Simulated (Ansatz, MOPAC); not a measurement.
Spectroscopic constants of TaAl, multiplicity 5 (lowest of 2S+1 = 1, 3, 5, 7 at CCSD(T)/def2-TZVPP on PBE0 minima; our sources give no spin for the ground state, which may be another). No spin–orbit coupling. The T1 diagnostic near the minimum is 0.065, so single-reference values are doubtful.

The constants come from a fifth-degree fit in 1/R (seven points, main isotopes). Runs in def2 and cc sets follow the lowest solution found near the PBE0 minimum.

Correlated levels freeze the inner cores; with def2 sets outer-core shells near the valence are correlated too. The state that PM7 reach isn't checked; PM7 holds dispersion and hydrogen-bond terms.

Programs: Ansatz (Gaussian basis) for Hartree–Fock, density functionals and correlated methods; MOPAC for PM7 (differences of heats of formation). Each number belongs to the level named beside it. In def2 rows elements past Kr take small-core potentials, without spin–orbit coupling.

```tsv
level	r_e (Å)	ω_e (cm⁻¹)	ω_e x_e (cm⁻¹)	dipole (D)
PM7	2.756	270	0.48	-
SVWN5/def2-TZVPP	2.624	282	0.98	0.43
PBE/def2-TZVPP	2.661	271	0.97	0.66
CAM-B3LYP/def2-TZVPP	2.626	282	1.1	0.60
wB97M-V/def2-TZVPP	2.626	284	1.0	0.27
B2PLYP/def2-TZVPP	2.643	(withheld)	0.42	-
CCSD/def2-TZVPP	2.626	289	0.88	-
CCSD(T)/def2-TZVPP	(withheld)	(withheld)	0.78	-
```

Problem. Fill in the missing entries.

Solution. 
- CCSD(T)/def2-TZVPP, r_e (Å): 2.632
- CCSD(T)/def2-TZVPP, ω_e (cm⁻¹): 286
- B2PLYP/def2-TZVPP, ω_e (cm⁻¹): 281

Doubts at one or more of the structures used: a spin-contaminated determinant (CCSD/def2-TZVPP, CCSD(T)/def2-TZVPP); T1 above 0.05 (CCSD/def2-TZVPP, CCSD(T)/def2-TZVPP).

Ansatz is a first-principles code.
